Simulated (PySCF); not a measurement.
ClSi, SMILES [Si]Cl (connectivity only; charge and spin as stated), charge +1, multiplicity 1.

Coordinates come from a PBE-D3(BJ)/def2-TZVPD optimisation.

The numbers are results of TDA-PBE0/def2-TZVPD (PySCF 2.14.0), not measurements.

Vertical excitations; the highest root listed may be one member of a degenerate set. The molecule is in vacuum. State labels are in the subgroup C2v.

Q: Estimate the UV-visible absorptions. (Estimate from the structure and the level; the computed values follow.)

A: 
```tsv
state	symmetry	energy (eV)	λ (nm)	f	main pairs
S1	B2	5.59	222	0.072	HOMO→LUMO+1 (degenerate set)
S2	B1	5.59	222	0.072	HOMO→LUMO (degenerate set)
S3	A2	5.61	221	0.000	HOMO−2→LUMO+1 50 %, HOMO−1→LUMO 50 %
S4	A1	5.76	215	0.000	HOMO−1→LUMO+1, HOMO−2→LUMO (degenerate set)
S5	A2	5.76	215	0.000	HOMO−1→LUMO, HOMO−2→LUMO+1 (degenerate set)
S6	A1	7.36	169	0.071	HOMO−2→LUMO 39 %, HOMO−1→LUMO+1 39 %, HOMO→LUMO+2 18 %
S7	B2	9.47	131	0.011	HOMO−1→LUMO+2 (degenerate set)
S8	B1	9.47	131	0.011	HOMO−2→LUMO+2 (degenerate set)
S9	B2	10.54	118	0.158	HOMO−3→LUMO+1 (degenerate set)
S10	B1	10.54	118	0.158	HOMO−3→LUMO (degenerate set)
T1	B2	3.60	345	0	HOMO→LUMO+1 (degenerate set)
T2	B1	3.60	345	0	HOMO→LUMO (degenerate set)
T3	A1	4.96	250	0	HOMO−1→LUMO+1 49 %, HOMO−2→LUMO 49 %
T4	A2	5.22	238	0	HOMO−2→LUMO+1 49 %, HOMO−1→LUMO 49 %
```
Triplets are in the Tamm–Dancoff approximation.
